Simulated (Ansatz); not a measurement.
Cartesian coordinates in Å:
```
Ga 0.863 -0.898 1.114
Sb 0.392 1.222 -0.357
Se -1.282 -0.034 -1.842
H 1.483 -0.679 2.542
H 0.562 -2.335 0.563
H -0.736 1.704 0.846
H -1.283 1.020 -2.866
```

The species carries charge 0 and has multiplicity 1. Sb takes the def2 core potential.

(1) List the CAM-B3LYP/def2-TZVPP orbital energies in eV (Ansatz 0.2.0). (Estimate.)

## Answers

(1) The calculation gave: Occupied: -12352.67, -10140.03, -1581.85, -1420.06, -1420.04, -1419.98, -1251.70, -1109.00, -1108.90, -1108.88, -214.43, -158.55, -158.48, -158.26, -157.69, -151.97, -109.55, -109.45, -109.37, -105.48, -105.19, -105.14, -59.38, -59.36, -59.18, -59.13, -59.09, -37.55, -37.50, -37.43, -37.37, -37.32, -25.24, -25.13, -25.08, -24.96, -24.92, -21.19, -17.27, -13.98, -12.09, -10.80, -10.20, -9.38, -8.12, -8.00. Lowest empty: -1.21, -0.38, 0.50, 0.99, 1.47, 2.53, 3.32, 3.80.
